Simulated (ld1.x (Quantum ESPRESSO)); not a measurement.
# F, PAW: configuration errors across variants

ld1.x (Quantum ESPRESSO) 7.5 input, shortened:

```
&input
   title='F', zed=9., rel=2, dft='PZ', iswitch=3,
   config='[He] 2s2 2p5 3d-2', rel_dist='average'
 /
 &inputp
   pseudotype=3, lpaw=.true., tm=.true., lloc=2,
   nlcc=.true., new_core_ps=.true., rcore=0.65,
   which_augfun='BG', rmatch_augfun=0.55
 /
5
2S  1  0   2.00   0.00  0.65  0.85  0.0
2S  1  0   0.00  -1.80  0.65  0.85  0.0
2P  2  1   5.00   0.00  1.35  1.65  0.0
2P  2  1   0.00  -0.45  1.35  1.65  0.0
3D  3  2  -2.00   0.25  1.50  1.50  0.0
 &test
   configts(1)='2s2 2p5'
 /
```

Open shells are filled in proportion to 2j + 1 (rel_dist='average').

All-electron excitation energies from the reference (eV): (1) 2s2 2p4 19.555; (2) 2s2 2p3 58.068; (3) 2s2 2p2 118.800; (4) 2s1 2p5 38.211; (5) 2s2 2p4.5 7.630; (6) 2s2 2p1 204.666; (7) 2s1 2p6 18.390.

Errors AE − PS in meV (a dash: test not solved or not reliable):

| change | (1) | (2) | (3) | (4) | (5) | (6) | (7) | bound ghosts |
| --- | --- | --- | --- | --- | --- | --- | --- | --- |
| base | +5.4 | +33 | +115 | +6.2 | +1.0 | +301 | +38 | not determined |
| wave 2s channel at -1.8 Ry: rcut 0.65, rcutus 0.85 bohr becomes 2s channel at -2.05 Ry: rcut 0.65, rcutus 0.85 bohr | +4.9 | +30 | +101 | +6.3 | +0.9 | +264 | +38 | not determined |
| wave 2s channel at -1.8 Ry: rcut 0.65, rcutus 0.85 bohr becomes 2s channel at -1.97 Ry: rcut 0.65, rcutus 0.85 bohr | +5.1 | +31 | +106 | +6.2 | +1.0 | +278 | +38 | not determined |
| wave 2s channel at -1.8 Ry: rcut 0.65, rcutus 0.85 bohr becomes 2s channel at -1.89 Ry: rcut 0.65, rcutus 0.85 bohr | +5.2 | +32 | +110 | +6.2 | +1.0 | +289 | +38 | not determined |
| wave 2s channel at -1.8 Ry: rcut 0.65, rcutus 0.85 bohr becomes 2s channel at -1.73 Ry: rcut 0.65, rcutus 0.85 bohr | +5.5 | +34 | +118 | +6.2 | +1.0 | +309 | +38 | not determined |
| wave 2s channel at -1.8 Ry: rcut 0.65, rcutus 0.85 bohr becomes 2s channel at -1.07 Ry: rcut 0.65, rcutus 0.85 bohr | +6.3 | +41 | +144 | +6.0 | +1.2 | +382 | +38 | not determined |
| wave 2s channel at -1.8 Ry: rcut 0.65, rcutus 0.85 bohr becomes 2s channel at -0.3 Ry: rcut 0.65, rcutus 0.85 bohr | +7.1 | +47 | +168 | +5.9 | +1.3 | +451 | +39 | not determined |
| wave 2s channel at -1.8 Ry: rcut 0.65, rcutus 0.85 bohr becomes 2s channel at 0.34 Ry: rcut 0.65, rcutus 0.85 bohr | +7.6 | +51 | +184 | +5.8 | +1.4 | +497 | +39 | not determined |
| wave 2s channel at -1.8 Ry: rcut 0.65, rcutus 0.85 bohr becomes 2s channel at 2.2 Ry: rcut 0.65, rcutus 0.85 bohr | +8.5 | +58 | +214 | +5.7 | +1.5 | +583 | +39 | not determined |
| wave 2s channel at -1.8 Ry: rcut 0.65, rcutus 0.85 bohr becomes 2s channel at 3.53 Ry: rcut 0.65, rcutus 0.85 bohr | +8.7 | +60 | +223 | +5.6 | +1.6 | +611 | +39 | not determined |

**Question.** Give the same row for: wave 2s channel at -1.8 Ry: rcut 0.65, rcutus 0.85 bohr becomes 2s channel at -1.4 Ry: rcut 0.65, rcutus 0.85 bohr.

**Answer.** +5.9, +38, +131, +6.1, +1.1, +347, +38; bound ghosts: not determined.
